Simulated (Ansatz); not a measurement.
**Ligand exchange: C2H3F3Si + SiH3(SnH3) → C2H6F2Si2 + SnH3F**

Species: C2H3F3Si `C=C[Si](F)(F)F`, singlet; SiH3(SnH3), singlet; C2H6F2Si2 `C=C[Si](F)(F)[SiH3]`, singlet; SnH3F `[F][SnH3]`, singlet. The partners trade F for SiH3: Si–F and Sn–SiH3 bonds give way to Si–SiH3 and Sn–F.

Shapes, held fixed at every level: PBE0-D4/def2-TZVP. Flexible molecules stand in one conformer, not always the lowest. Programs: Ansatz 0.2.0. Electronic energies: no zero-point or thermal term.

```json
{"level": "HF/def2-TZVPP", "kind": "Hartree–Fock", "ΔE (kJ/mol)": "+152.7", "less CCSD(T)/def2-TZVPP": "+1.3"}
{"level": "PBE-D4/def2-TZVPP", "kind": "GGA", "ΔE (kJ/mol)": "+127.5", "less CCSD(T)/def2-TZVPP": "-23.9"}
{"level": "r2SCAN-D4/def2-TZVPP", "kind": "meta-GGA", "ΔE (kJ/mol)": "+141.5", "less CCSD(T)/def2-TZVPP": "-9.9"}
{"level": "PBE0-D4/def2-TZVPP", "kind": "global hybrid", "ΔE (kJ/mol)": "+139.8", "less CCSD(T)/def2-TZVPP": "-11.6"}
{"level": "wB97X-V/def2-TZVPP", "kind": "range-separated hybrid", "ΔE (kJ/mol)": "+134.8", "less CCSD(T)/def2-TZVPP": "-16.6"}
{"level": "B2PLYP/def2-TZVPP", "kind": "double hybrid", "ΔE (kJ/mol)": "+143.5", "less CCSD(T)/def2-TZVPP": "-7.9"}
{"level": "CCSD/def2-TZVPP", "kind": "coupled cluster or CI", "ΔE (kJ/mol)": "+153.9", "less CCSD(T)/def2-TZVPP": "+2.5"}
{"level": "CCSD(T)/def2-TZVPP", "kind": "coupled cluster or CI", "ΔE (kJ/mol)": "+151.4", "less CCSD(T)/def2-TZVPP": "0.0"}
```

The highest level, CCSD(T)/def2-TZVPP, gives ΔE = +151.4 kJ/mol; the levels span +127.5 to +153.9. The column of differences is taken from that level and isn't an error. No measured value is set beside it here. For atoms past krypton def2 sets carry core potentials with scalar relativity. Correlated rows may include outer-core shells of Sn, which these sets cover unevenly.
